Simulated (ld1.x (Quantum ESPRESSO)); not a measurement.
# Transferability test, RRKJ potential for Tm (Z = 69)

- Element: Tm (Z = 69)
- Generator: ld1.x (Quantum ESPRESSO) 7.5
- Type: norm-conserving RRKJ (Kleinman–Bylander form)
- Functional: PBEsol
- Relativity: scalar-relativistic
- Frozen core: [Kr] 4d10 4f13
- Valence charge: 10
- Reference configuration: 5s2 5p6 5d0 6s1 6p0 (charge +1)
- Partial waves: 5s (bound): rc 1.30 bohr; 5d (bound, empty): rc 2.30 bohr; 5p (bound): rc 1.40 bohr
- Local potential: the p channel
- Core correction: none
- rho0: 0.001

Occupied shells without a wave of their own: 6s. They enter only through the test configuration that unscreens the potential.

Energies are relative to the spin-unpolarised reference configuration 5s2 5p6 5d0 6s1 6p0; without spin polarisation the order of configurations can differ from experiment. The frozen-core shift is the all-electron ΔE with the core orbitals held at their reference shape minus the fully relaxed ΔE.

(1) Give the all-electron excitation energy and the error of the potential for: 5s2 5p6 5d0 6s2 6p0; 5s2 5p6 5d0 6s0 6p0; 5s2 5p6 5d0 6s1.5 6p0; 5s2 5p6 5d0 6s0 6p2; 5s2 5p6 5d1 6s1 6p0; 5s2 5p6 5d0.5 6s1.5 6p0; 5s2 5p6 5d0 6s0 6p1.

Levels in the configuration 5s2 5p6 5d0 6s0 6p1:

```csv
level,all-electron (eV),pseudo (eV)
5s,-61.690,-61.919
5p,-35.162,-35.345
6p,-6.246,-6.295
```

Answers

(1)

```tsv
valence configuration	charge	ΔE all-electron (eV)	error AE − PS (meV)	frozen-core shift (meV)
5s2 5p6 5d0 6s2 6p0	0	-6.470	+81	+17
5s2 5p6 5d0 6s0 6p0	+2	11.981	-137	+46
5s2 5p6 5d0 6s1.5 6p0	+0.5	-3.894	+48	+4.8
5s2 5p6 5d0 6s0 6p2	0	-0.547	-54	+2.7
5s2 5p6 5d1 6s1 6p0	0	-3.361	-18	+36
5s2 5p6 5d0.5 6s1.5 6p0	0	-4.920	+28	+27
5s2 5p6 5d0 6s0 6p1	+1	3.692	-94	+8.7
```

ld1.x printed “convergence not achieved” for 7 of the counted tests; their residual had stalled under 1e-8, short of the target of 1e-14.
